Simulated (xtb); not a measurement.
H$_{6}$BN, charge -1, doublet, at the geometry of the source list (a state made from the parent by changing its charge; the spin is typed, not shown lowest), atoms displaced at random by about 0.02 Å a coordinate. Base run: GFN1-xTB (xtb).

Here is a job for xtb.
```
$ xtb mol.xyz --gfn 1 --chrg -1 --uhf 1 --opt --json

# file mol.xyz
8

B     -0.78985260     0.10934451    -0.01867681
N      0.84151505    -0.08492395     0.01971912
H     -1.21971660    -0.61598552    -0.85551152
H     -0.95540339     1.27484920    -0.28268462
H     -1.19539053    -0.16553603     1.04053738
H      1.02037439    -1.10508658     0.29167966
H      1.19114000     0.53211868     0.69381178
H      1.18699553     0.05273116    -0.94415066
```

Each row names what was changed in the base input (with any setting that the change needs).

```csv
change,ΔE vs base (mEh),optimiser steps
base,0.000,8
opt level = lax,0.008,6
engine = lbfgs,0.003,-
opt level = crude,0.091,4
alpb = dmso,-89.659,8
alpb = hexane,-53.386,8
opt level = tight,0.000,8
engine = inertial,0.014,-
opt level = vtight,-0.001,13
opt level = sloppy,0.011,5
```
